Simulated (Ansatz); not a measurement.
Ansatz (a quantum-chemistry and plane-wave program) input (B2GP-PLYP/def2-TZVPD):

Ansatz 0.2 input:
```yaml
crystal:
  periodic: [false, false, false]
  atoms:
    - {symbol: C, position_ang: [1.35368752, -1.80749710, 1.18633106]}
    - {symbol: Ge, position_ang: [-0.23577788, -1.19442857, 0.17032990]}
    - {symbol: C, position_ang: [-1.83084521, -1.15570902, 1.34879187]}
    - {symbol: I, position_ang: [0.22335402, 1.23005990, -0.55681228]}
    - {symbol: H, position_ang: [1.20013005, -2.83724428, 1.51047324]}
    - {symbol: H, position_ang: [2.24571078, -1.74760227, 0.56710223]}
    - {symbol: H, position_ang: [1.47442052, -1.16464382, 2.05981854]}
    - {symbol: H, position_ang: [-1.60402592, -0.53456876, 2.21686729]}
    - {symbol: H, position_ang: [-2.06227340, -2.16951817, 1.67690667]}
    - {symbol: H, position_ang: [-2.68388708, -0.73864636, 0.81858857]}
basis:
  gaussian:
    orbitals: def2-TZVPD
hamiltonian:
  xc: {name: B2GP-PLYP}
magnetization: {spin_polarized: true, initial_magnetization: 1}
correlation: {electrons: outside_noble_gas}
```

Output:

```
Functional definition: B2GP-PLYP
integrals: 0.49 GiB planned
1791 factors; integrals over basis functions are off by at most 9.7e-4 eV
0.35 GiB of the device are held for the grids
1.92 GiB of device memory are held for the factors and their scratch space
mean field: 2.66 GiB planned
mean field evaluation 1: about -66753.1778 eV, gradient 3.4e1 eV
mean field evaluation 2: about -66753.2022 eV, gradient 3.4e1 eV
mean field evaluation 4: about -66758.5605 eV, gradient 2.9e0 eV
mean field evaluation 8: about -66758.6158 eV, gradient 1.7e-1 eV
mean field evaluation 16: about -66758.6163 eV, gradient 6.2e-4 eV
mean field -66758.61633879 eV, -2453.3338998351 hartree, gradient 7.6e-6 eV, S^2 0.754518; 0 other end points of the search recorded, 0 dependent functions left out
25 core orbitals not correlated
reference -66758.61647886 eV, -2453.3339049825 hartree; 13, 12 occupied and 203, 204 virtual orbitals, 1791 factors
second order -18.27043817 eV of doubles, -0.00000000 eV of singles
Total energy: -66765.19383660 eV, -2453.5756184211 hartree
```

It need not be the lowest isomer of its formula.
